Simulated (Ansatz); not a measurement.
Species: dipyranylidene `C1=CC(=C2C=COC=C2)C=CO1` (charge 0, multiplicity 1).

**Question.** Give a relaxed geometry from B3LYP-D3(BJ)/def2-SVP run with Ansatz (a program for electronic structure).

**Answer.** the end point of this relaxation (outside a Z-matrix the atoms follow the SMILES, hydrogens last).
Z-matrix (Å, degrees):
```
C
C 1 1.3794
C 2 1.4598 1 123.96
C 3 1.3465 2 121.86 1 -180.00
O 4 1.3659 3 123.86 2 0.00
C 5 1.3659 4 116.49 3 0.00
C 6 1.3465 5 123.86 4 0.00
H 7 1.0898 6 117.15 5 -180.00
H 3 1.0898 4 117.15 5 180.00
H 6 1.0902 7 124.55 8 0.00
H 4 1.0902 3 124.55 9 0.00
C 1 1.4598 2 123.96 3 0.00
C 12 1.3465 1 121.86 2 -180.00
O 13 1.3659 12 123.86 1 0.00
C 14 1.3659 13 116.49 12 0.00
C 15 1.3465 14 123.86 13 0.00
H 16 1.0898 15 117.15 14 180.00
H 12 1.0898 13 117.15 14 -180.00
H 13 1.0902 12 124.55 18 0.00
H 15 1.0902 16 124.55 17 0.00
```
